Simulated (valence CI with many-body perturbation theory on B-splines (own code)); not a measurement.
Level structure of Rh³²⁺

Level of theory: valence CI with perturbative core correlation (CI+MBPT): three valence electrons over a frozen Dirac-Fock core [Ne], radial functions for each j: 11 s, 11 p, 10 d, 8 f, 5 g, 2 h, with the one-electron correlation potential Σ1, the two-electron term Σ2, the three-electron term Σ3, Breit, model QED; selected CI, second order for the rest, scaled by the run's own slope (own B-spline code, finite nucleus).

The last digits are not significant, and no measured levels were compared; by estimate large intervals hold to a few tenths of a per cent, small ones and those within an open d or f shell to about a per cent.

Levels 91 to 135 of 154, with energies above the lowest level, 3s²3p ²P°_1/2. "Leading %" is the weight of the configuration and term that name the level; weights of strongly mixed levels are sums over their largest components and can fall short. In the jj column 3d3/2^4 stands for four electrons in 3d with j = 3/2. Lifetimes count E1, E2, E3, M1 and M2 decay at the calculated energies, and are blank where another channel may lead or the interval is too uncertain; long ones can be off by a factor of two.

```
No.  Configuration  Term     J  E (Ry)  Leading %  Lifetime                Leading jj  Second component
 91          3p3d²   ⁴P°   1/2  34.144         50   9.13 ps  3p1/2 3d3/2 3d5/2 (97 %)    33 % 3p3d² ²S°
 92          3p3d²   ⁴D°   3/2  34.312         30   4.93 ps      3p1/2 3d3/2^2 (63 %)    29 % 3p3d² ⁴F°
 93          3p3d²   ⁴D°   7/2  34.679         47   7.13 ps      3p1/2 3d5/2^2 (69 %)    26 % 3p3d² ⁴F°
 94          3p3d²   ⁴F°   5/2  34.800         42   4.79 ps  3p1/2 3d3/2 3d5/2 (83 %)    24 % 3p3d² ⁴D°
 95          3p3d²   ²H°   9/2  34.892         53   16.4 ps      3p1/2 3d5/2^2 (53 %)    27 % 3p3d² ⁴G°
 96          3p3d²   ²F°   5/2  35.053         38   11.1 ps      3p1/2 3d5/2^2 (76 %)    32 % 3p3d² ⁴D°
 97          3p3d²   ⁴D°   3/2  35.115         40   5.67 ps  3p1/2 3d3/2 3d5/2 (54 %)    26 % 3p3d² ²D°
 98          3p3d²   ²G°   7/2  35.138         58   7.54 ps  3p1/2 3d3/2 3d5/2 (58 %)    31 % 3p3d² ²F°
 99          3p3d²   ⁴P°   3/2  35.255         53   6.46 ps      3p1/2 3d5/2^2 (65 %)    19 % 3p3d² ⁴S°
100          3p3d²   ⁴G°  11/2  36.027         97   12.3 ps      3p3/2 3d5/2^2 (65 %)                  
101          3p3d²   ⁴F°   3/2  36.262         29   3.52 ps      3p3/2 3d3/2^2 (85 %)    25 % 3p3d² ²P°
102          3p3d²   ⁴F°   9/2  36.272         49   5.75 ps  3p3/2 3d3/2 3d5/2 (84 %)    27 % 3p3d² ⁴G°
103          3p3d²   ⁴F°   7/2  36.324         42   5.69 ps  3p3/2 3d3/2 3d5/2 (90 %)    35 % 3p3d² ²F°
104          3p3d²   ²P°   1/2  36.379         63   4.94 ps      3p1/2 3d5/2^2 (43 %)    26 % 3p3d² ⁴D°
105          3p3d²   ⁴F°   5/2  36.460         35   3.78 ps      3p3/2 3d3/2^2 (53 %)    25 % 3p3d² ⁴D°
106          3p3d²   ⁴D°   7/2  36.573         36   4.40 ps      3p3/2 3d3/2^2 (36 %)    23 % 3p3d² ²F°
107          3p3d²   ⁴D°   1/2  36.640         48   4.24 ps      3p3/2 3d3/2^2 (55 %)    29 % 3p3d² ²P°
108          3p3d²   ⁴D°   5/2  36.641         46   6.45 ps  3p3/2 3d3/2 3d5/2 (68 %)    13 % 3p3d² ²D°
109          3p3d²   ²S°   1/2  36.792         41   4.48 ps  3p3/2 3d3/2 3d5/2 (88 %)    34 % 3p3d² ⁴P°
110          3p3d²   ⁴D°   3/2  36.862         70   3.83 ps  3p3/2 3d3/2 3d5/2 (75 %)    16 % 3p3d² ²D°
111          3p3d²   ⁴D°   7/2  36.919         87   5.58 ps  3p3/2 3d3/2 3d5/2 (51 %)     8 % 3p3d² ²F°
112          3p3d²   ⁴P°   5/2  37.056         56   5.93 ps      3p3/2 3d5/2^2 (52 %)    23 % 3p3d² ²F°
113          3p3d²   ²G°   9/2  37.239         53   6.98 ps      3p3/2 3d5/2^2 (83 %)    27 % 3p3d² ⁴F°
114          3p3d²   ²F°   5/2  37.241         43   4.18 ps  3p3/2 3d3/2 3d5/2 (79 %)    31 % 3p3d² ⁴D°
115          3p3d²   ⁴S°   3/2  37.324         61   3.16 ps  3p3/2 3d3/2 3d5/2 (48 %)    27 % 3p3d² ⁴P°
116          3p3d²   ²H°  11/2  37.383         97   10.8 ps  3p3/2 3d3/2 3d5/2 (65 %)                  
117          3p3d²   ²F°   7/2  37.600         46   5.31 ps  3p3/2 3d3/2 3d5/2 (42 %)    40 % 3p3d² ²G°
118          3p3d²   ²D°   3/2  37.865         55   3.86 ps  3p3/2 3d3/2 3d5/2 (74 %)    30 % 3p3d² ²P°
119          3p3d²   ²P°   1/2  37.939         89   4.43 ps      3p3/2 3d5/2^2 (70 %)     6 % 3p3d² ⁴D°
120          3p3d²   ²F°   7/2  37.940         58   4.14 ps  3p3/2 3d3/2 3d5/2 (41 %)    26 % 3p3d² ²G°
121          3p3d²   ²D°   5/2  38.198         80   3.56 ps  3p3/2 3d3/2 3d5/2 (48 %)    10 % 3p3d² ²F°
122          3p3d²   ²G°   9/2  38.374         89   4.09 ps  3p3/2 3d3/2 3d5/2 (77 %)     6 % 3p3d² ⁴F°
123          3p3d²   ²F°   5/2  38.632         95   4.50 ps  3p3/2 3d3/2 3d5/2 (82 %)                  
124          3p3d²   ²P°   3/2  38.849         49   4.54 ps      3p3/2 3d5/2^2 (55 %)    35 % 3p3d² ²D°
125          3p3d²   ²P°   3/2  38.952         53   3.82 ps      3p3/2 3d3/2^2 (36 %)    42 % 3p3d² ²D°
126          3p3d²   ²F°   7/2  38.968         50   4.32 ps      3p3/2 3d5/2^2 (68 %)    46 % 3p3d² ²G°
127          3p3d²   ²D°   5/2  39.188         86   4.01 ps      3p3/2 3d5/2^2 (59 %)     6 % 3p3d² ⁴D°
128          3p3d²   ²P°   1/2  39.402         95   3.13 ps  3p3/2 3d3/2 3d5/2 (71 %)                  
129          3p3d²   ²P°   3/2  39.892         70   3.23 ps      3p3/2 3d5/2^2 (68 %)    18 % 3p3d² ²D°
130            3d³    ⁴F   3/2  44.854         86   3.37 ps            3d3/2^3 (68 %)       12 % 3d³ ²D
131            3d³    ⁴F   5/2  45.135         96   3.79 ps      3d3/2^2 3d5/2 (89 %)                  
132            3d³    ⁴F   7/2  45.363         86   4.14 ps      3d3/2^2 3d5/2 (54 %)       12 % 3d³ ²G
133            3d³    ⁴F   9/2  45.505         56   4.45 ps      3d3/2^2 3d5/2 (66 %)       31 % 3d³ ²G
134            3d³    ⁴P   3/2  45.683         54   3.27 ps      3d3/2^2 3d5/2 (75 %)       29 % 3d³ ²P
135            3d³    ⁴P   1/2  45.786         78   3.37 ps      3d3/2^2 3d5/2 (92 %)       21 % 3d³ ²P
```

Names give the largest LS component (configuration and term), which can be under half, so a name can repeat, a term be missing and a line seem to break the LS rules; names also repeat where a configuration has a term twice.
